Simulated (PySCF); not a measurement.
CH4F2Ge. Atoms are numbered in the order given.

```xyz
8

Ge     0.0484     0.2790     0.0000
C     -1.7984    -0.2987     0.0000
F      0.8508    -0.4262    -1.3750
F      0.8508    -0.4262     1.3750
H      0.3804     1.7775     0.0000
H     -2.3112     0.0783    -0.8969
H     -2.3112     0.0783     0.8969
H     -1.8294    -1.3978     0.0000
```

Geometry: B3LYP-D3(BJ)/def2-SVP.

Level of theory: PBE/pcSseg-1 in PySCF.

GIAO shieldings, no solvent; atoms alike by connectivity are averaged. δ = σ(ref) − σ: ⁷³Ge against GeH4 (σ = 1614.4 ppm); ¹³C against TMS (σ = 182.0 ppm); ¹⁹F against CFCl3 (σ = 133.6 ppm); ¹H against TMS (σ = 31.49 ppm), references at their B3LYP-D3(BJ)/def2-TZVP geometries, non-relativistic.

Estimate the chemical shifts. (The exact figures need the calculation; the answer reports its results.)


```csv
nucleus,atoms,count,δ (ppm)
⁷³Ge,Ge1,1,438.8
¹³C,C2,1,6.1
¹⁹F,"F3, F4",2,-175.3
¹H,H5,1,6.55
¹H,"H6, H7, H8",3,1.12
```
